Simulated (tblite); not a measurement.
Question: What does the GFN2-xTB structure of `NC(=O)[Si@H]1CCO1` look like in three dimensions?

Answer: 
```xyz
14
C3H7NO2Si angstrom
N      2.2762   -0.4966   -0.4689
C      1.8681    0.5326    0.3037
O      2.5940    1.4674    0.5771
Si     0.0643    0.4405    0.9399
C     -1.4566    0.7190   -0.1850
C     -1.7401   -0.7525    0.1194
O     -0.5409   -1.1075    0.8154
H      3.2340   -0.5329   -0.7851
H      1.6954   -1.3085   -0.5850
H     -0.0533    1.0281    2.2710
H     -2.2244    1.3989    0.1655
H     -1.2758    0.9052   -1.2390
H     -1.8492   -1.3957   -0.7544
H     -2.5922   -0.8984    0.7835
```

Any rigid rotation of these coordinates is as good. Atoms count from 1 in this order. The C–O distances run from 1.215 Å (C2=O3, drawn double) to 1.431 Å (C6–O7, drawn single), a spread of 0.216 Å. O7 (silyl ether oxygen) is bent (angle 96.3°). N1 (nitrogen bound to a carbonyl carbon) is almost planar (angles 120.5°, 119.6° and 118.9°, sum 359.0°, 0.07 Å off the plane of its three neighbours). The 4-membered ring Si4–C5–C6–O7 has internal angles of 78.6° to 100.4° (sum 359°, against 360° for a flat polygon); it is slightly puckered (a soft mode that the optimisation may not have finished), 0.05 Å rms from its mean plane, widest ring torsion 9°.

Bonds between heavy atoms (Å): N1–C2 1.350, C2=O3 1.215, C2–Si4 1.915, Si4–C5 1.912, C5–C6 1.529, C6–O7 1.431, Si4–O7 1.667.

Structure optimised with GFN2-xTB, isolated species.

Point group: C1 (no symmetry element, even within 0.4 Å). Its GFN2-xTB frequencies are all real (lowest 42 cm⁻¹). One conformer, not necessarily the lowest (H–N1–C2–O3 4° and 172°, N1–C2–Si4–C5 -73°, C2–Si4–C5–C6 115°, Si4–C5–C6–O7 -8°, C5–C6–O7–Si4 9°, C2–Si4–O7–C6 -128°).

The numbers are calculated, not measured.
